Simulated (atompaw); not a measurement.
# magnesium PAW (atompaw): all-electron and pseudo phase curves

atompaw 4.2.0.5 input, output lines left out:

```
Mg 12
GGA-PBE scalarrelativistic loggrid 1500 logderivrange -3 5 201
3 3 0 0 0 0
3 0 1.5
3 1 0
0 0 0
c
c
v
c
v
1
3.00 2.45 3.00 1.50
y
4.3
n
y
3.6
n
custom rrkj gramschmidtortho gaussian
2 1 ultrasoft
3.00
2.55
3.00
3.00
```

The phase is arctan(r·u′/u) with u = r·R(r), unwrapped; energies in Ry, scanned from -3 to 5 Ry. A pole is an energy at which the radial function vanishes at the test radius. The pseudo phase is shifted by a multiple of π to meet the all-electron one at the reference energy, and phase errors are pseudo minus all-electron; the curves can meet again beyond the range given. Levels narrower than the energy grid can be missing from the lists of poles.

Task: For each channel, where are the poles, and over which energies does the pseudopotential scatter like the atom?

Result:

```json
{"channel": "s", "radius (bohr)": "3.00", "reference energy (Ry)": "-0.58", "poles, all-electron": "0.41", "poles, pseudo": "0.26, 4.14", "unbroken range about the reference energy with phases within 0.05 rad": "below 0.4", "phase error 1 Ry above the reference energy (rad)": "-0.051"}
{"channel": "p", "radius (bohr)": "3.00", "reference energy (Ry)": "-0.30", "poles, all-electron": "1.08", "poles, pseudo": "1.05", "unbroken range about the reference energy with phases within 0.05 rad": "the whole range", "phase error 1 Ry above the reference energy (rad)": "-0.004"}
```

Phases in the s channel:

```tsv
E (Ry)	all-electron	pseudo
-3.00	1.340	1.328
-2.76	1.325	1.312
-2.52	1.306	1.293
-2.28	1.283	1.268
-2.04	1.253	1.236
-1.80	1.212	1.193
-1.56	1.151	1.129
-1.32	1.050	1.026
-1.08	0.857	0.830
-0.84	0.393	0.372
-0.60	-0.522	-0.522
-0.36	-1.115	-1.126
-0.12	-1.357	-1.381
0.12	-1.480	-1.515
0.36	-1.557	-1.605
0.60	-1.613	-1.677
0.84	-1.661	-1.746
1.08	-1.707	-1.824
1.32	-1.755	-1.925
1.56	-1.812	-2.078
1.80	-1.889	-2.346
2.04	-2.004	-2.855
2.28	-2.209	-3.534
2.52	-2.634	-3.990
2.76	-3.387	-4.224
3.00	-3.976	-4.356
3.24	-4.256	-4.439
3.48	-4.399	-4.496
3.72	-4.484	-4.539
3.96	-4.541	-4.574
4.20	-4.582	-7.716
4.44	-4.614	-7.753
4.68	-4.639	-7.773
4.92	-4.660	-7.789
```
